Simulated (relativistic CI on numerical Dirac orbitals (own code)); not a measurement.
**Hyperfine structure of Tc IX, mass number 99**

Method of calculation: Dirac-Coulomb-Breit CI, orbitals from a KLI potential per configuration, model QED (radiative potential, 1s self-energy scaled to tabulated hydrogen-like ionisation energies), unscaled Slater integrals (own radial code, finite nucleus).

Configurations in the expansion (outside the closed core [Ar] 3d10): 4s²4p⁵, 4s4p⁶, 4s²4p⁴4d, 4s4p⁵4d, 4s²4p⁴4f, 4s4p⁵4f, 4s²4p⁴5s, 4p⁶4d, 4s²4p⁴5p, 4s4p⁴4d², 4s²4p³4d5p, 4p⁶5s, 4p⁵4d², 4p⁴4d³, 4p⁴4d²4f, 4p⁴4d²5s. Double excitations out of closed p, d and f shells are left out; levels of such configurations are missing from the list, as are those of other unlisted configurations, and high levels can miss mixing partners. These lack a partner that the ground configuration has and come out too high: 4s²4p⁴5p.

Nuclear spin I = 9/2, μ = 5.678 μN, Q = -0.129 b (tables of Stone and Pyykkö). The electronic factors are computed for point nuclear moments, without core polarisation or the Bohr-Weisskopf and QED corrections.

```json
{"Level": "4s²4p⁵ ²P°3/2", "E (cm⁻¹)": "0", "A (MHz)": "5096", "B (MHz)": "953"}
{"Level": "4s²4p⁵ ²P°1/2", "E (cm⁻¹)": "27692", "A (MHz)": "29130", "B (MHz)": ""}
{"Level": "4s4p⁶ ²S1/2", "E (cm⁻¹)": "240348", "A (MHz)": "87780", "B (MHz)": ""}
{"Level": "4s²4p⁴4d ⁴D5/2", "E (cm⁻¹)": "328134", "A (MHz)": "3111", "B (MHz)": "173"}
{"Level": "4s²4p⁴4d ⁴D7/2", "E (cm⁻¹)": "329565", "A (MHz)": "1949", "B (MHz)": "357"}
{"Level": "4s²4p⁴4d ⁴D3/2", "E (cm⁻¹)": "329590", "A (MHz)": "4497", "B (MHz)": "94.2"}
{"Level": "4s²4p⁴4d ⁴D1/2", "E (cm⁻¹)": "332901", "A (MHz)": "7397", "B (MHz)": ""}
{"Level": "4s²4p⁴4d ⁴F9/2", "E (cm⁻¹)": "347114", "A (MHz)": "2704", "B (MHz)": "-807"}
```

Levels with J = 0, under 50 % of one LS term, or S terms without an open s electron are left out. Small factors come from cancelling terms and can be off by tens of per cent or more.

At this charge configurations can still be misplaced by up to about 7 % of their energy.

(1) Give the hyperfine levels of 4s²4p⁵ ²P°1/2 relative to its centre of gravity.

Answers

(1) With K = F(F + 1) − I(I + 1) − J(J + 1), E = AK/2: F = 4: -80110, F = 5: 65540 MHz.

LS names give the leading component of a level, which can be under half, so a name can repeat, a term be missing and a line seem to break the LS rules.
